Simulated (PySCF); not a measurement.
Labels have come off several samples. The candidates:

A. `CC(C)n1ccpc1`
B. SMILES C1(C2CC2)=COC(C)=P1
C. SMILES O=C(CC(F)F)O/C=C/Cl
D. SMILES c1c(C)pc(C=O)o1

Spectrum 1. $^{1}$H NMR (300 MHz, computed): δ 9.98 (m, 1H), 8.00 (m, 1H), 2.63 (m, 3H). $^{13}$C{$^{1}$H} NMR (computed): δ 201.9 (C), 184.0 (CH), 155.6 (CH), 154.8 (C), 15.4 (CH3).

Spectrum 2. $^{1}$H NMR (300 MHz, computed): δ 8.12 (d, 1H), 6.82 (d, 1H), 6.71 (m, 1H), 2.96 (m, 2H). $^{13}$C{$^{1}$H} NMR (computed): δ 173.4 (C), 148.2 (CH), 128.5 (CH), 121.9 (CH), 45.4 (CH2).

Spectrum 3. $^{1}$H NMR (300 MHz, computed): δ 8.08 (m, 1H), 7.39 (m, 1H), 7.24 (m, 1H), 4.26 (sept, 1H), 1.52 (d, 6H). $^{13}$C{$^{1}$H} NMR (computed): δ 152.2 (CH), 134.6 (CH), 133.0 (CH), 55.5 (CH), 26.7 (CH3).

Spectrum 4. $^{1}$H NMR (300 MHz, computed): δ 7.99 (m, 1H), 2.76 (m, 3H), 1.82 (m, 1H), 1.11 (m, 2H), 0.66 (m, 2H). $^{13}$C{$^{1}$H} NMR (computed): δ 205.4 (C), 159.2 (C), 148.3 (CH), 22.2 (CH3), 16.1 (CH2), 13.2 (CH).

PySCF calculation with GIAO PBE0/pcSseg-1 shieldings and coordinates at the GFN2-xTB level; single conformer, relativity neglected, fast rotation and ring inversion assumed for equivalent nuclei, isolated molecule.

References, each an isolated molecule treated in the same way: $^{1}$H (31.72 ppm), $^{13}$C (186.93 ppm) against TMS. Splittings of carbon signals by F and P are missing where no couplings were computed. Where no couplings were computed, multiplicities follow the n + 1 count of equivalent neighbours, and m marks all less simple cases (inequivalent or close neighbours, rings, F or P nearby). Shifts are as computed. Against solution values, carbons near 30 ppm lie about +3 ppm off and those near 130 ppm about +5 ppm; carbons on Cl a further +6 ppm. Of 1211 compounds with measured shifts, 218 miss one by over three times the rms of a fit or turn the order of signals round; such compounds aren't used in these exercises. Carbons bonded to Cl come out too deshielded.

Problem. Match each spectrum to its structure.

Solution. 1–D, 2–C, 3–A, 4–B.

- Spectrum 1 (D): 5 $^{13}$C signals; δC 184.0 is an aldehyde carbonyl carbon; δC 15.4 is a methyl carbon on an aromatic ring.
- Spectrum 2 (C): 5 $^{13}$C signals; δC 173.4 is an ester carbonyl carbon; δC 148.2 is an alkene carbon bearing oxygen.
- Spectrum 3 (A): 5 $^{13}$C signals; δC 152.2 is an aromatic CH next to a ring nitrogen; δC 134.6 is an aromatic CH.
- Spectrum 4 (B): 6 $^{13}$C signals; δC 22.2 is a methyl carbon on an aromatic ring; δC 16.1 is a three-membered-ring carbon.
